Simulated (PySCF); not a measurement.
BrHOSe, SMILES O[Se]Br. Atoms are numbered in the order given.

```xyz
4

Se    -0.0094    -0.6651     0.7927
Br     0.1463     1.1612    -0.6831
O     -0.4272    -2.0052    -0.3226
H     -1.3841    -1.9876    -0.4620
```

Geometry: B3LYP-D3(BJ)/def2-TZVP. Other conformers were not sampled.

Calculation: B3LYP/pcSseg-2 (PySCF).

GIAO shieldings, no solvent; atoms alike by connectivity are averaged. δ = σ(ref) − σ: ⁷⁷Se against Me2Se (σ = 1646.2 ppm); ¹⁷O against H2O (σ = 325.5 ppm); ¹H against TMS (σ = 31.68 ppm), references at their B3LYP-D3(BJ)/def2-TZVP geometries, non-relativistic (without spin–orbit terms, shifts of atoms bonded to Cl or Br come out too high).

| nucleus | atoms | count | δ (ppm) |
|---|---|---|---|
| ⁷⁷Se | Se1 | 1 | 2172.1 |
| ¹⁷O | O3 | 1 | 73.8 |
| ¹H | H4 | 1 | 4.74 |
